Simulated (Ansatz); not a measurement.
BF2H4NSi, SMILES `FB(F)N[SiH3]` at its PBE0-D4/def2-TZVP geometry, where that method's forces vanish. Charge 0, multiplicity 1.

```xyz
9

F     0.8007    2.6181    0.2894
B     0.0486    1.5345    0.1380
F    -1.2674    1.7089    0.0545
N     0.5999    0.2474    0.0666
Si   -0.2752   -1.2499   -0.1303
H     1.6044    0.1917    0.1348
H     0.7391   -2.3324   -0.0976
H    -1.2517   -1.4387    0.9700
H    -0.9984   -1.2796   -1.4254
```

Task: What forces (eV/Å) does B3LYP-D4/def2-TZVPP give on these atoms in Ansatz? (Estimate.)

Result: Ansatz gave: 
```
F1   0.130  0.202  0.027
B2   0.096 -0.112 -0.002
F3  -0.245  0.038 -0.016
N4   0.060  0.007  0.004
Si5 -0.084 -0.208 -0.023
H6   0.007  0.000  0.001
H7  -0.068  0.064 -0.003
H8   0.061  0.010 -0.075
H9   0.043  0.000  0.086
```

B3LYP here is the variant with VWN-RPA as its local correlation; programs differ in this.
